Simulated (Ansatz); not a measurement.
A structure relaxed at PBE0-D4/def2-TZVP, charge 0, multiplicity 1:

Cartesian coordinates in Å:
```
O -0.158 -0.969 -1.471
C 0.181 0.352 -1.087
Si -0.605 0.717 0.594
As 0.066 -0.767 2.303
H 0.245 -1.157 -2.322
H 1.268 0.491 -1.005
H -0.188 1.095 -1.811
H -2.087 0.654 0.481
H -0.215 2.099 0.988
H 1.538 -0.560 1.968
H -0.045 -1.956 1.361
```

Question: Give its formula and SMILES.

Answer: CH7AsOSi, `OC[SiH2][AsH2]`.

Question: Summarise the bond lengths by kind.

Answer: 1 × C–O 1.417 Å; 1 × H–O 0.960 Å; 1 × C–Si 1.891 Å; 2 × C–H 1.099 to 1.100 Å; 1 × As–Si 2.361 Å; 2 × H–Si 1.487 to 1.490 Å; 2 × As–H 1.522 to 1.524 Å.

All numbers were calculated with Ansatz.
